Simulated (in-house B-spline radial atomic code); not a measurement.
The numbers below are computed, except where a source is named.
Mean free path of electrons in Pb from the free-electron model

The electrons form a uniform gas at zero temperature with Lindhard's dielectric function (RPA). An added electron of energy E, from the band bottom, collides once per mean free path λ, with 1/λ = (1/πE) ∫dω ∫dq/q Im(−1/ε(q, ω)), in atomic (or effective) units, with ω up to E − E_F and q between √(2E) ∓ √(2(E − ω)); electron-hole pairs and the plasmon pole are integrated apart. No exchange between the two electrons.

Pb: 4 valence electrons per atom, density 11.3 g/cm³, mass 207.2 u, so r_s = 2.31 bohr. Core levels, phonons and band structure are left out.

**Question.** Find E_F, the plasma energy, the screening length and the long-wave dispersion of the plasmon.

**Answer.** k_F = 1.91916/2.31 = 0.8308, E_F = k_F²/2 = 9.39 eV. ω_p = √(3/r_s³) = 0.4933 hartree = 13.42 eV. The Thomas-Fermi length is √(π/4k_F) = 0.972 bohr = 0.0515 nm. For small q, ω = ω_p + α q² with α = (3/5) E_F/ω_p = 0.4197; at q = 0.2558 this gives 14.17 eV, and the zero of ε lies at 14.20 eV. The plasmon meets the pair continuum ω = q k_F + q²/2 at q_c = 0.63952 = 0.77 k_F, 20.0 eV.

```tsv
E − E_F (eV)	λ (nm)	share of plasmon losses	lifetime (fs)	stopping (eV/nm)
0.939	77.9	0.00	40.9	0.00798
3.29	8.78	0.00	4.16	0.245
7.04	2.87	0.00	1.19	1.58
12.2	1.37	0.00	0.496	5.8
18.8	0.805	0.00	0.256	15.2
30.1	0.329	0.42	0.0883	52.3
37.6	0.325	0.46	0.0801	55
56.3	0.363	0.51	0.0754	52
131	0.573	0.60	0.0815	35.4
329	1.1	0.67	0.101	19.5
939	2.52	0.72	0.138	8.86
```

**Question.** Where is λ shortest, and how does it grow on either side?

**Answer.** The least value in the table is 0.325 nm at 37.6 eV, 2.8 times the plasma energy. Between the last two rows it grows as (E − E_F)^0.79, near Bethe's E/ln E, and between the first two as (E − E_F)^-1.74, where the Pauli principle blocks most collisions.

**Question.** Photoelectrons 939 eV above E_F leave through 0.5 nm of this material at 45° from the normal. What share escapes without loss, and what depth gives 95 % of a bulk signal? Ignore elastic scattering.

**Answer.** exp(−d/(λ cos θ)) = exp(−0.5/(2.52 × 0.707)) = 0.755. 95 % comes from within 3λ cos θ = 5.35 nm. The mean loss per collision is λ × stopping = 22.3 eV. The d or semicore shells, left out, add losses that the model lacks.
